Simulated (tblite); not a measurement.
C₃H₈O₃Si.
SMILES with atom numbers: `[CH3:1][O:2][SiH2:3][O:4][CH2:5][CH:6]=[O:7]` (hydrogens: H8, H9, H10 on C1; H11, H12 on Si3; H13, H14 on C5; H15 on C6)

Computed with GFN2-xTB (tblite), gas phase: L-BFGS steps from a force-field or distance-geometry start until the largest atomic force falls under 0.01 eV/Å.

Step 23: E = -666.5607 eV
```
atom  x, y, z in Å  |  force x, y, z in eV/Å
C1     -2.8471    0.6706   -0.0795   -0.025  -0.001   0.000
O2     -1.5143    0.2839   -0.2298   -0.044  -0.040   0.042
Si3    -0.6048   -0.7073    0.6762    0.028  -0.004  -0.068
O4      0.8329   -0.7984   -0.0590    0.068  -0.014   0.008
C5      1.7537    0.2265   -0.2637    0.044   0.000  -0.015
C6      3.0655   -0.3361   -0.7519   -0.006  -0.071   0.031
O7      4.1437    0.1411   -0.5458   -0.024   0.085  -0.031
H8     -3.0120    1.1805    0.8722    0.066   0.002   0.032
H9     -3.0908    1.3519   -0.8943   -0.015   0.013  -0.036
H10    -3.5128   -0.1936   -0.1201    0.015  -0.044  -0.027
H11    -0.4861   -0.1536    2.0217   -0.024   0.040   0.112
H12    -0.9688   -2.1136    0.6536   -0.068   0.027  -0.050
H13     1.3788    0.9103   -1.0385    0.030   0.046  -0.027
H14     1.9153    0.8115    0.6485    0.008  -0.010   0.016
H15     2.9425   -1.2657   -1.3361   -0.053  -0.029   0.011
```

Step 24: E = -666.5628 eV
```
atom  x, y, z in Å  |  force x, y, z in eV/Å
C1     -2.8502    0.6699   -0.0813   -0.018  -0.005   0.012
O2     -1.5179    0.2775   -0.2288   -0.071  -0.025   0.054
Si3    -0.6050   -0.7090    0.6793    0.001   0.018  -0.106
O4      0.8320   -0.7871   -0.0557    0.069  -0.074  -0.013
C5      1.7576    0.2311   -0.2622    0.027  -0.004  -0.005
C6      3.0649   -0.3398   -0.7510   -0.012  -0.036   0.002
O7      4.1425    0.1452   -0.5614    0.007   0.062  -0.030
H8     -3.0123    1.1807    0.8711    0.059  -0.004   0.008
H9     -3.0901    1.3525   -0.8973   -0.005  -0.007  -0.011
H10    -3.5209   -0.1916   -0.1218    0.041  -0.023  -0.028
H11    -0.4841   -0.1643    2.0265   -0.036   0.059   0.136
H12    -0.9690   -2.1146    0.6477   -0.059   0.013  -0.046
H13     1.3877    0.9180   -1.0364    0.021   0.044  -0.040
H14     1.9222    0.8161    0.6489    0.021  -0.001   0.033
H15     2.9381   -1.2765   -1.3240   -0.044  -0.017   0.033
```

Task: Estimate the geometry and energy of step 25. (The exact step hangs on the optimiser's Hessian estimate; all steps are aligned on step 24, rigid shifts and turns removed.)

Result: E = -666.5649 eV, largest force 0.123 eV/Å
```
atom  x, y, z in Å  |  force x, y, z in eV/Å
C1     -2.8532    0.6686   -0.0828   -0.011  -0.005   0.020
O2     -1.5222    0.2708   -0.2283   -0.071  -0.005   0.048
Si3    -0.6047   -0.7102    0.6808   -0.018   0.039  -0.081
O4      0.8331   -0.7778   -0.0519    0.045  -0.106  -0.030
C5      1.7620    0.2356   -0.2607    0.002  -0.007   0.006
C6      3.0645   -0.3438   -0.7497   -0.003   0.023  -0.030
O7      4.1408    0.1506   -0.5775    0.030   0.022  -0.034
H8     -3.0105    1.1805    0.8704    0.038  -0.012  -0.012
H9     -3.0902    1.3526   -0.8998    0.004  -0.023   0.012
H10    -3.5282   -0.1905   -0.1241    0.057  -0.003  -0.020
H11    -0.4827   -0.1741    2.0334   -0.049   0.055   0.099
H12    -0.9734   -2.1142    0.6411   -0.041   0.004  -0.041
H13     1.3972    0.9261   -1.0351    0.013   0.023  -0.032
H14     1.9298    0.8208    0.6496    0.028   0.001   0.037
H15     2.9333   -1.2871   -1.3120   -0.027  -0.006   0.057
```

The energy changes by -0.0021 eV. The first-order estimate −F·Δx gives -0.0030 eV and the mean of the old and new forces, exact on a quadratic surface, -0.0021 eV. The step makes an angle of 74° with the force vector and moves no atom by more than 0.017 Å.

The cost below is that of the whole relaxation. The run took 0.47 s on one thread of an Intel Xeon 6975P-C, shared host.
